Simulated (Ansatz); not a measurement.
Molecule: TaO, net charge 0, doublet state. The spin state was set by rule; other spins were not relaxed. 
Structure (B3LYP-D3(BJ)/def2-TZVP (Ansatz, an electronic-structure program) minimum search):
```
Ta
O 1 1.6934
```
Charge 0, spin multiplicity 2.

Property: vertical ionisation energy (to the triplet state of charge +1; each state is the SCF solution reached for its spin; the UHF <S^2> is 2.12 for the triplet (pure: 2.00) and 1.14 for the doublet (pure: 0.75); for the doublet T1 is 0.077), in eV. Correlated levels leave the core frozen unless marked. Open shells are spin-unrestricted. Spin-orbit coupling is left out. Frozen are the shells of the preceding noble gas and the d and f shells that filled before the atom's block. Past Kr the def2 sets carry scalar-relativistic core potentials. Basis-set limits of correlation are two-point, X^-3; Hartree-Fock from the larger set.

```csv
level,program,vertical ionisation energy (eV)
r2SCAN/def2-TZVPD,Ansatz,___
PBE0/def2-TZVPD,Ansatz,7.69
CAM-B3LYP/def2-TZVPD,Ansatz,7.93
wB97X-V/def2-TZVPD,Ansatz,___
CCSD/def2-TZVPPD,Ansatz,___
CCSD/def2-QZVPPD,Ansatz,7.69
"CCSD(T)/CBS(def2-TZVPPD,def2-QZVPPD)",Ansatz,7.79
```

Problem. Fill in the missing entries.

Solution. 
- r2SCAN/def2-TZVPD, vertical ionisation energy (eV): 7.62
- wB97X-V/def2-TZVPD, vertical ionisation energy (eV): 7.81
- CCSD/def2-TZVPPD, vertical ionisation energy (eV): 7.66
